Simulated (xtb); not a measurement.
HCl3Si, singlet, at a GFN2-xTB geometry; GFN0-xTB run with xtb 6.7.1.

xtb was given this input:
```
$ xtb mol.xyz --gfn 0 --acc 0.0001 --json

# file mol.xyz
5

Si     0.02863441    -0.01627765     0.49106656
Cl    -1.24158057    -1.43679456    -0.14881741
Cl    -0.64009829     1.79232122    -0.07685298
Cl     1.85144867    -0.33834186    -0.29276296
H      0.11303141    -0.06425436     1.93843503
```

Task: Predict the main parts of the log of this xtb run.

Result: 
```
   ID    Z sym.   atoms
    1   14 Si     1
    2   17 Cl     2-4
    3    1 H      5

           -------------------------------------------------
          |                Calculation Setup                |
           -------------------------------------------------

           -------------------------------------------------
          |                 G F N 0 - x T B                 |
           -------------------------------------------------

          ...................................................
          :                      SETUP                      :
          :.................................................:
          :  # basis functions                  42          :
          :  # atomic orbitals                  38          :
          :  # shells                           14          :
          :  # electrons                        26          :
          :  electronic temp.          300.0000000     K    :
          :  accuracy                    0.0001000          :
          :  -> integral cutoff          0.6500000E+02      :
          :  -> integral neglect         0.1000000E-11      :
          ...................................................

         :::::::::::::::::::::::::::::::::::::::::::::::::::::
         ::                     SUMMARY                     ::
         :::::::::::::::::::::::::::::::::::::::::::::::::::::
         :: total energy             -15.347185407020 Eh    ::
         :: gradient norm              0.023672160706 Eh/a0 ::
         :: HOMO-LUMO gap              6.311160798477 eV    ::
         ::.................................................::
         :: H0 energy                -15.316452870194 Eh    ::
         :: repulsion energy           0.048157473396 Eh    ::
         :: electrostat energy        -0.077197039739 Eh    ::
         :: -> Gsolv                   0.000000000000 Eh    ::
         ::    -> Gsasa                0.000000000000 Eh    ::
         ::    -> Gshift               0.000000000000 Eh    ::
         :: dispersion energy         -0.001692970482 Eh    ::
         :: short-range corr.          0.000000000000 Eh    ::
         :: add. restraining           0.000000000000 Eh    ::
         :: total charge              -0.000000000000 e     ::
         :::::::::::::::::::::::::::::::::::::::::::::::::::::

           -------------------------------------------------
          |                Property Printout                |
[...]
        18                         -0.0849674              -2.3121
        19                         -0.0812509              -2.2110
        20                         -0.0812509              -2.2110
        21                         -0.0690419              -1.8787
        22                         -0.0690419              -1.8787
        23                         -0.0636650              -1.7324
        24                         -0.0635983              -1.7306
       ...                                ...                  ...
        38                          0.8996748              24.4814
      -------------------------------------------------------------
                  HL-Gap            0.2319309 Eh            6.3112 eV
             Fermi-level            0.0000000 Eh            0.0000 eV

     #   Z          covCN         q      C6AA      α(0)
     1  14 Si       3.335     0.604   147.742    23.546
     2  17 Cl       0.814    -0.198   103.275    15.534
     3  17 Cl       0.814    -0.198   103.275    15.534
     4  17 Cl       0.814    -0.198   103.275    15.534
     5   1 H        0.921    -0.011     3.252     2.820

 Mol. C6AA /au·bohr⁶  :       1956.670919
 Mol. C8AA /au·bohr⁸  :      92633.087443
 Mol. α(0) /au        :         72.967863

Wiberg/Mayer (AO) data.
largest (>0.10) Wiberg bond orders for each atom

 ---------------------------------------------------------------------------
     #   Z sym  total        # sym  WBO       # sym  WBO       # sym  WBO
 ---------------------------------------------------------------------------
     1  14 Si   4.012 --     2 Cl   1.043     4 Cl   1.043     3 Cl   1.043
                             5 H    0.881
     2  17 Cl   1.113 --     1 Si   1.043
     3  17 Cl   1.113 --     1 Si   1.043
     4  17 Cl   1.113 --     1 Si   1.043
     5   1 H    0.930 --     1 Si   0.881
 ---------------------------------------------------------------------------

Topologies differ in total number of bonds
Writing topology from bond orders to xtbtopo.mol

 dipole moment from electron density (au)
     X       Y       Z
   0.0173  -0.0099   0.2974  total (Debye):    0.758

           -------------------------------------------------
          | TOTAL ENERGY              -15.347185407020 Eh   |
          | GRADIENT NORM               0.023672160706 Eh/α |
          | HOMO-LUMO GAP               6.311160798477 eV   |
           -------------------------------------------------

normal termination of xtb
```
